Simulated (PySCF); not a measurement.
C$_{2}$H$_{9}$Cl$_{2}$NSi$_{2}$, singlet, geometry from GFN2-xTB, atoms displaced at random by about 0.08 Å a coordinate; PySCF with TPSS/STO-3G, gradient.

PySCF was given this input:
```python
from pyscf import gto, scf, dft

mol = gto.M(
    atom='''
Si    1.211459    0.284500    0.447348
Cl    2.184438    1.603362   -0.357658
Cl    1.525793   -1.576371   -0.324122
N    -0.505037    0.675705    0.194164
Si   -1.690048   -0.521125    0.467777
C    -2.020166   -1.640323   -0.957071
C    -3.391308    0.617169    0.486730
H     1.668043    0.295599    1.962182
H    -0.685219    1.587142    0.045781
H    -1.824585   -1.189617    1.610765
H    -2.012001   -1.171903   -1.960065
H    -2.762219   -2.263390   -0.991986
H    -0.917611   -2.222043   -1.226106
H    -3.332684    1.499525    1.198036
H    -3.511803    1.293129   -0.402385
H    -4.327514    0.319237    0.406338
''',
    basis='sto-3g',
    charge=0,
    spin=0,
    verbose=3,
)

mf = dft.RKS(mol)
mf.xc = 'tpss'
mf.kernel()
g = mf.nuc_grad_method()
grad = g.kernel()
```

The log (banner, timings and long lists left out):

```
converged SCF energy = -1617.47690156704
--------------- RKS gradients ---------------
         x                y                z
0 Si     0.1195990571     0.0873930426    -0.1389794500
1 Cl    -0.1135666282    -0.1479104195     0.0929754921
2 Cl    -0.0075509402     0.0350565282     0.0100174809
3 N    -0.0834310372     0.1348636069    -0.0343651758
4 Si     0.1191402945    -0.0762107353     0.0670448187
5 C    -0.2130934176    -0.0443505107     0.0638283714
6 C    -0.1333123229    -0.0905431902     0.0143205135
7 H     0.0146895404     0.0080386035     0.0426548530
8 H     0.0322190279    -0.1158585311     0.0201544262
9 H    -0.0141789782     0.0374499851    -0.0664991503
10 H     0.0144345385    -0.0216178650    -0.0092080252
11 H     0.1075031026     0.0981110534    -0.0126805962
12 H     0.0740868270    -0.0172606307    -0.0308787398
13 H     0.0026649730     0.0316125441    -0.0097019983
14 H    -0.0311631822     0.0122264749     0.0136250018
15 H     0.1119646230     0.0690029255    -0.0222737253
----------------------------------------------
```
